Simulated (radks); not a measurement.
Problem. The mean radii <r> (bohr) of the occupied orbitals of an atom or ion are listed with their occupations. Method: scalar-relativistic Kohn-Sham, BLYP, spin-unpolarised, spherical densities, point nucleus; computed with a radial shooting solver on a logarithmic mesh with Libxc functionals.

orbital  occ.      <r>
1s          2  0.04148
2s          2   0.1835
2p          6   0.1601
3s          2   0.5303
3p          6   0.5403
3d         10   0.5543
4s          1    1.492
4p          5    1.727

Name the element and its charge.

Solution. Z = 36, krypton, charge +2: Kr2+ in [Ar] 3d10 4s1 4p5. The 1s radius gives Z: for a bare nucleus <r> = (2 gamma + 1)/(2Z) with gamma = sqrt(1 - (Z/c)^2), 0.04069 bohr for Z = 36, and screening makes it slightly larger (0.04148 here). The occupations add up to 34, and the charge is Z minus that.
